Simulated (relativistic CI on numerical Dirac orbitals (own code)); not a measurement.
# Electric-dipole lines of In³⁴⁺

Method of calculation: Dirac-Coulomb-Breit CI, KLI orbitals optimised for each configuration, QED by a radiative potential, unscaled Slater integrals (own radial code, finite nucleus).

Configurations in the expansion (outside the closed core [Ne]): 3s2.3p3, 3s.3p4, 3s2.3p2.3d, 3p5, 3s.3p3.3d, 3p4.3d, 3s.3p2.3d2, 3s2.3p.3d.4p, 3p4.4s, 3s.3p2.3d.4s, 3p4.4p, 3s2.3p2.4s, 3s2.3p2.4p, 3p3.3d.4p, 3s2.3p2.4d, 3s.3p3.4s, 3s2.3p2.4f, 3s.3p3.4p, 3s.3p3.4d, 3s.3p3.4f, 3s2.3p2.5s, 3s2.3p2.5p, 3s2.3p.4s.4p, 3s2.3p2.5d, 3s2.3p2.5f, 3s2.3p2.5g, 3s.3p2.4s2, 3s.3p3.5s, 3s2.3p.3d2, 3s2.3d3, 3s.3p.3d3, 3s2.3d2.4s, 3s2.3d2.4p, 3s2.3d2.4d, 3p3.3d2, 3p2.3d3, 3p2.3d2.4s, 3p2.3d2.4p, 3p2.3d2.4d, 3s2.3p.3d.4s, 3s.3p.3d2.4s, 3s2.3d.4s2, 3s2.3d.4s.4p, 3s2.3d.4s.4d, 3s.3p2.3d.4p, 3s.3p.3d2.4p, 3s.3p.3d.4s.4p, 3s.3p.3d.4p2, 3s.3p.3d.4p.4d, 3p3.3d.4s, 3p2.3d.4s2, 3p2.3d.4s.4p, 3p2.3d.4s.4d, 3s2.3p.4s2, 3s.3p.3d.4s2, 3s2.4s2.4p, 3s2.4s2.4d, 3s2.3p.4p2, 3s2.3d.4p2, 3s2.4s.4p2, 3s2.4p3, 3s2.4p2.4d, 3s.3p2.4s.4p, 3s.3p.4s2.4p, 3s.3p.4s.4p2, 3s.3p.4s.4p.4d. Double excitations out of closed p, d and f shells are left out; levels of such configurations are missing from the list, as are those of other unlisted configurations, and high levels can miss mixing partners. These lack a partner that the ground configuration has and come out too high: 3s2.3p2.4f, 3s.3p3.4d, 3s.3p3.4f, 3s2.3p2.5s, 3s2.3p2.5p.

```csv
λ vac (nm),Lower,Upper,A (s⁻¹),gf,Branching (%)
5.8870,3s2.3p2.3d 4F_3/2 [7],3s.3p3.3d 2D°_3/2 [83],2.87e+11,5.97e-01,73.1
5.9353,3s2.3p3 2P°_3/2 [1],3s2.3p2.3d 2S_1/2 [24],2.97e+11,3.14e-01,86.1
5.9494,3s2.3p2.3d 4F_5/2 [9],3s.3p3.3d 2F°_5/2 [101],2.15e+11,6.85e-01,56.2
5.9535,3s2.3p3 2P°_3/2 [1],3s2.3p2.3d 4D_5/2 [23],1.66e+11,5.30e-01,74.2
5.9602,3s2.3p2.3d 4D_7/2 [17],3s2.3p.3d2 4D°_5/2 [130],3.02e+11,9.66e-01,63.5
6.0474,3s2.3p3 4S°_3/2 [2],3s2.3p2.3d 2D_3/2 [35],2.82e+11,6.18e-01,61.7
6.0600,3s2.3p3 4S°_3/2 [2],3s2.3p2.3d 2D_5/2 [34],1.29e+11,4.26e-01,33.0
6.0605,3s2.3p3 2P°_3/2 [1],3s2.3p2.3d 4P_3/2 [22],5.15e+11,1.13e+00,98.5
6.0692,3s2.3p3 4S°_3/2 [2],3s2.3p2.3d 4P_1/2 [33],4.11e+11,4.54e-01,92.0
6.1588,3s2.3p3 2P°_1/2 [4],3s2.3p2.3d 2D_3/2 [37],3.11e+11,7.07e-01,90.3
6.1590,3s.3p4 4P_5/2 [6],3s.3p3.3d 4D°_7/2 [72],1.55e+11,7.03e-01,74.0
6.1593,3s2.3p3 2D°_5/2 [3],3s2.3p2.3d 2F_7/2 [36],3.38e+11,1.54e+00,100.0
6.2348,3s.3p4 2D_5/2 [16],3s2.3p.3d2 2F°_7/2 [118],2.25e+11,1.05e+00,84.6
6.2380,3s2.3p3 2P°_3/2 [1],3s2.3p2.3d 4P_5/2 [19],2.04e+11,7.15e-01,85.2
6.2704,3s.3p4 4P_5/2 [6],3s.3p3.3d 4P°_5/2 [69],2.36e+11,8.36e-01,86.5
6.2829,3s2.3p3 2D°_5/2 [3],3s2.3p2.3d 2D_5/2 [34],2.56e+11,9.08e-01,65.5
6.3042,3s2.3p2.3d 4F_9/2 [18],3s2.3p.3d2 4G°_9/2 [125],2.64e+11,1.57e+00,74.6
7.0453,3s2.3p3 2P°_3/2 [5],3s.3p4 2P_1/2 [47],4.53e+11,6.75e-01,99.0
7.1017,3s2.3p3 4S°_3/2 [2],3s2.3p2.3d 2D_5/2 [27],1.66e+11,7.53e-01,57.2
7.1928,3s2.3p2.3d 2G_9/2 [32],3s.3p3.3d 2F°_7/2 [148],2.82e+11,1.75e+00,78.2
7.1971,3s2.3p3 2P°_3/2 [5],3s2.3p2.3d 2D_5/2 [45],2.89e+11,1.35e+00,96.7
7.2982,3s2.3p3 2D°_5/2 [3],3s2.3p2.3d 2D_3/2 [28],1.27e+11,4.06e-01,50.7
7.3134,3s2.3p2.3d 2F_7/2 [36],3s2.3p.3d2 2G°_9/2 [154],2.81e+11,2.25e+00,58.0
7.3285,3s2.3p3 2P°_3/2 [5],3s2.3p2.3d 2D_3/2 [43],2.03e+11,6.54e-01,82.4
7.3491,3s2.3p2.3d 2G_9/2 [32],3s2.3p.3d2 2G°_9/2 [141],2.17e+11,1.76e+00,66.2
7.4097,3s2.3p3 2D°_5/2 [3],3s2.3p2.3d 2D_5/2 [27],8.80e+10,4.34e-01,30.4
7.7089,3s2.3p2.3d 2D_5/2 [45],3s2.3p.3d2 2F°_7/2 [169],3.81e+11,2.72e+00,92.8
7.7345,3s2.3p2.3d 4P_5/2 [19],3s.3p3.3d 4D°_7/2 [97],1.45e+11,1.04e+00,51.2
7.8120,3s2.3p2.3d 4F_7/2 [15],3s2.3p.3d2 2G°_9/2 [82],9.86e+10,9.02e-01,85.3
7.8148,3s2.3p3 2D°_5/2 [3],3s2.3p2.3d 2G_7/2 [25],6.47e+10,4.74e-01,100.0
```

Terms are leading LS components. Brackets give the number of a level in order of energy, since labels repeat. The list gives strong lines, with weight on those to low levels, without lines whose two gauges differ by over a factor of 2.5, among the lowest 400 of 7833 levels, so that lines to higher ones, which can be the strongest, are missing. Levels whose partners in the same complex of configurations lie outside the list can be far off, and so can their lines. Rates are taken at the computed energies, electric ones in the length gauge.

At this charge energies of transitions that change n are usually good to better than 1 %, and those within a shell (Δn = 0) to a few per cent.

LS names give the leading component of a level, which can be under half, so a name can repeat, a term be missing and a line seem to break the LS rules.
